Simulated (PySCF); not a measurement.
# Dipole response of Ga⁺ (gallium, charge +1)

[Ar] 3d9 4s2 4p1, one real determinant (an excited configuration). All numbers are calculated (PySCF 2.14, scalar relativity through the core potential, in aug-cc-pV5Z-PP with ECP10MDF (8s7p6d4f3g2h, 136 functions)). Coupled (time-dependent) response in atomic units; α is the mean over directions.

```tsv
method	mean α (bohr³)	α xx, yy, zz	C₆ (like pair)	S(−4)
PW91	19.65	18.29, 18.29, 22.38	115.6	146.6
```

S(−4) is the Cauchy moment in α(ω) = α(0) + S(−4) ω² + …

Spin-orbit coupling is absent.

α(iu) at PW91:

```csv
u (hartree),α(iu) (bohr³)
0,19.65
0.0500,19.30
0.100,18.31
0.200,15.30
0.300,12.15
0.500,7.594
0.750,4.619
1.00,3.123
1.50,1.766
2.00,1.175
3.00,0.6563
5.00,0.3002
```

A single London oscillator, α(iu) = α/(1 + u²/ω²), gives C₆ = (3/4) ω α². Matching the computed C₆ needs ω = 4 × 115.6 / (3 × 19.65²) = 0.399 hartree.

For an ion, C₆ is the dispersion term alone; charge-induced terms of lower order in 1/R come first.

The components differ because the open shell of this determinant is not spherical; for a pure term their mean is the scalar polarisability.

⟨L²⟩ = 8.01 against 12 for a pure F term, so this real determinant mixes terms. Energies and moments cover only the electrons outside the core potential.
